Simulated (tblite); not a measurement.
C4H12N2OSi2.
Numbering: `[CH3:1][O:2][CH2:3][Si@@H:4]([CH2:5][C:6]#[N:7])[SiH2:8][NH2:9]` (hydrogens: H10, H11, H12 on C1; H13, H14 on C3; H15 on Si4; H16, H17 on C5; H18, H19 on Si8; H20, H21 on N9)

Structure optimised with GFN2-xTB, isolated species.

Question: List the bond lengths, angles and torsions at this level.

Answer: 
```json
{"bond": "C1–O2", "length (pm)": "140.3", "order": "single"}
{"bond": "O2–C3", "length (pm)": "141.3", "order": "single"}
{"bond": "C3–Si4", "length (pm)": "190.9", "order": "single"}
{"bond": "Si4–C5", "length (pm)": "193.4", "order": "single"}
{"bond": "C5–C6", "length (pm)": "142.5", "order": "single"}
{"bond": "C6≡N7", "length (pm)": "114.6", "order": "triple"}
{"bond": "Si4–Si8", "length (pm)": "231.5", "order": "single"}
{"bond": "Si8–N9", "length (pm)": "172.6", "order": "single"}
{"bond": "C1–H10, C1–H12", "length (pm)": "109.3", "order": "single"}
{"bond": "C1–H11", "length (pm)": "109.8", "order": "single"}
{"bond": "C3–H13", "length (pm)": "109.9", "order": "single"}
{"bond": "C3–H14", "length (pm)": "109.9", "order": "single"}
{"bond": "Si4–H15", "length (pm)": "147.8", "order": "single"}
{"bond": "C5–H16", "length (pm)": "109.1", "order": "single"}
{"bond": "C5–H17", "length (pm)": "109.0", "order": "single"}
{"bond": "Si8–H18", "length (pm)": "146.4", "order": "single"}
{"bond": "Si8–H19", "length (pm)": "147.9", "order": "single"}
{"bond": "N9–H20, N9–H21", "length (pm)": "100.8", "order": "single"}
```

Bonds in one row agree within 1 pm and their mean is given. Orders are formal, as drawn. A selection of angles:
```json
{"angle": "C1–O2–C3", "degrees": "113.4"}
{"angle": "O2–C3–Si4", "degrees": "105.1"}
{"angle": "C3–Si4–C5", "degrees": "103.6"}
{"angle": "C3–Si4–Si8", "degrees": "112.6"}
{"angle": "C5–Si4–Si8", "degrees": "111.3"}
{"angle": "Si4–C5–C6", "degrees": "110.0"}
{"angle": "C5–C6–N7", "degrees": "177.9"}
{"angle": "Si4–Si8–N9", "degrees": "104.0"}
{"angle": "H20–N9–Si8", "degrees": "119.7"}
{"angle": "H21–N9–Si8", "degrees": "118.9"}
```

Torsions: C1–O2–C3–Si4 -177° (antiperiplanar); O2–C3–Si4–C5 55° (synclinal); C3–Si4–C5–C6 61° (synclinal); C3–Si4–Si8–N9 178° (antiperiplanar).

Si4 (SiH silicon) is distorted tetrahedral (angles from 103.6° to 118.2°). Of the pairs four or more bonds apart, H10···H14 is among the closest relative to their van der Waals radii: 2.41 Å, 101 % of the sum of Bondi's values. N9 (silicon-bound nitrogen) is pyramidal (angles 119.7°, 118.9° and 109.3°, sum 347.9°, 0.24 Å off the plane of its three neighbours). The 2 C–Si bonds span 1.909 Å (C3–Si4, drawn single) to 1.934 Å (Si4–C5, drawn single), a spread of 0.025 Å. Si8 (SiH2 silicon) is distorted tetrahedral (angles from 103.3° to 116.1°).

Point group: C1 (no symmetry element, even within 0.4 Å). Its GFN2-xTB frequencies are all real (lowest 22 cm⁻¹). The numbers are those of one conformer (C1–O2–C3–Si4 -177°, O2–C3–Si4–C5 55°, C3–Si4–C5–C6 61°, C3–Si4–Si8–N9 178°, Si4–Si8–N9–H -52° and 169°).

All values are computed, not measured.
